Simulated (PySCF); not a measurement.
Relaxation of singlet TlBr₂⁺

Computed with PySCF, PBE0, basis Tl def2-TZVP with ECP60, Br def2-TZVP (scalar-relativistic core potentials, no spin–orbit coupling, density fitting). A (50,194) grid was used.

A hand-made linear start, of D∞h symmetry, held to at least that symmetry:

Coordinates in bohr (charge 1 multiplicity 1):
```
Tl    0.0000    0.0000    0.0000
Br    0.0000    0.0000    4.7780
Br    0.0000    0.0000   -4.7780
```

At each step, columns x, y, z (Å) and Fx, Fy, Fz (eV/Å):

```
step 0  E − E(last) = 23.02 kJ/mol
Tl   0.000   0.000   0.000   0.000   0.000   0.000
Br   0.000   0.000   2.528   0.000   0.000  -1.490
Br   0.000   0.000  -2.528   0.000   0.000   1.490
step 1  E − E(last) = 4.07 kJ/mol
Tl   0.000   0.000   0.000   0.000   0.000   0.000
Br   0.000   0.000   2.441   0.000   0.000  -0.713
Br   0.000   0.000  -2.441   0.000   0.000   0.713
step 2  E − E(last) = 0.69 kJ/mol
Tl   0.000   0.000   0.000   0.000   0.000   0.000
Br   0.000   0.000   2.364   0.000   0.000   0.355
Br   0.000   0.000  -2.364   0.000   0.000  -0.355
step 3  E − E(last) = 0.03 kJ/mol
Tl   0.000   0.000   0.000   0.000   0.000   0.000
Br   0.000   0.000   2.390   0.000   0.000  -0.052
Br   0.000   0.000  -2.390   0.000   0.000   0.052
step 4  E − E(last) = 0.00 kJ/mol
Tl   0.000   0.000   0.000   0.000   0.000   0.000
Br   0.000   0.000   2.386   0.000   0.000  -0.003
Br   0.000   0.000  -2.386   0.000   0.000   0.003
```

It ends at D∞h with Tl–Br 2.387 Å (×2); Br–Tl–Br 180.0° (after a last refinement on a finer grid). A frequency run shows a minimum. Other isomers or separated fragments may lie lower.

With an element this heavy the missing spin–orbit coupling can shift these numbers.

The relaxation took of the order of 100 core-seconds on a shared host.
